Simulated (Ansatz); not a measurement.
Program: Ansatz. Geometries: PBE0-D4/def2-TZVP. ΔE: electronic, gas phase. CCSD(T)/CBS is the MP2 limit (def2-TZVPP, def2-QZVPP) plus CCSD(T) − MP2 in def2-TZVPP, frozen cores. This one scheme is used for every species. For Ge outer-core shells are correlated without core-valence functions, which leaves a few kJ/mol of doubt a bond. Scalar relativity is left out up to krypton. Each species was taken in one conformer, which may not be the lowest.

Consider the ligand exchange at the Si–N bond: `N[SiH2]N` + `[NH2][GeH2][NH2]` → `N[SiH2][NH][GeH2][NH2]` + NH₃.

```tsv
species	CCSD(T)/CBS(def2) energy (Eh)
`N[SiH2]N`	-402.15462
`[NH2][GeH2][NH2]`	-2189.15013
`N[SiH2][NH][GeH2][NH2]`	-2534.80214
NH₃	-56.50880
```

Task: Work out ΔE.

Result: ΔE = (-2534.80214) + (-56.50880) − (-402.15462) − (-2189.15013) = -0.00619 Eh = -0.17 eV.

Largest T1 diagnostic among the species: 0.011.

In def2-TZVPP, CCSD(T) changes the Hartree–Fock value by −0.10 eV (the triples alone add −0.02 eV) and MP2 by −0.10 eV. The D4 term adds −0.07 eV with B3LYP and −0.05 eV with PBE0; it sums over pairs of atoms, weighted by their polarisabilities, and B3LYP, whose exchange is more repulsive, gets the larger term.

B3LYP here is the variant with VWN-RPA as its local correlation; programs differ in this.
